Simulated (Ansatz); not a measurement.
`C[SiH](F)B[SiH3]` + H₂O → `OB[SiH3]` + `C[SiH2]F` at 400 K and 1 bar (formal hydrolysis of a B–Si bond).

Calculated with Ansatz (gas phase, PBE0-D4/def2-TZVP geometries, no zero-point term in ΔE). CCSD(T)/CBS adds triple-zeta CCSD(T) − MP2 to the extrapolated MP2 energy (def2 sets, frozen cores). This one scheme is used for every species. One conformer a species, not always the lowest.

| species | CCSD(T)/CBS energy (Eh) | H − E (kJ/mol) | S (J/(mol·K)) |
| --- | --- | --- | --- |
| `C[SiH](F)B[SiH3]` | -745.64129 | 264.5 | 442.1 |
| H₂O | -76.37941 | 69.8 | 198.6 |
| `OB[SiH3]` | -392.07510 | 161.1 | 321.7 |
| `C[SiH2]F` | -430.00374 | 171.0 | 310.0 |

H − E and S are ideal-gas, rigid-rotor, harmonic terms from PBE0-D4/def2-TZVP, for one conformer and one mirror image of each species. 1 Eh = 2625.50 kJ/mol, R = 8.31446 J/(mol·K).

Q: By hand: ΔE, ΔH, ΔS and ΔG.

A: ΔE = (-392.07510) + (-430.00374) − (-745.64129) − (-76.37941) = -0.05814 Eh = -152.6 kJ/mol. Δ(H − E) = 161.1 + 171.0 − 264.5 − 69.8 = -2.2, so ΔH = -154.8 kJ/mol. ΔS = 321.7 + 310.0 − 442.1 − 198.6 = -9.0 J/(mol·K). ΔG = -154.8 − 400 × (-9.0)/1000 = -151.2 kJ/mol.

Q: By hand: the equilibrium constant, and the temperature at which ΔG would vanish if ΔH and ΔS stayed fixed.

A: log₁₀ K = −ΔG/(RT ln 10) = 19.7. ΔG = 0 at ΔH/ΔS = 17200 K, far beyond where these terms or the molecules hold.

The number of gas molecules stays the same, so ΔS is small and ΔH decides. A doubt of 5 kJ/mol in ΔE shifts log₁₀ K by 0.7 here. Other conformers and mirror images would add mixing entropy, several J/(mol·K) or more a flexible species. Modes under 60 cm⁻¹, often nearly free rotors, make the harmonic entropy too high. These are equilibria of isolated gas molecules and say nothing of rates. Largest T1 diagnostic: 0.014 (customary marks: 0.02 for closed shells, 0.045 for open ones).
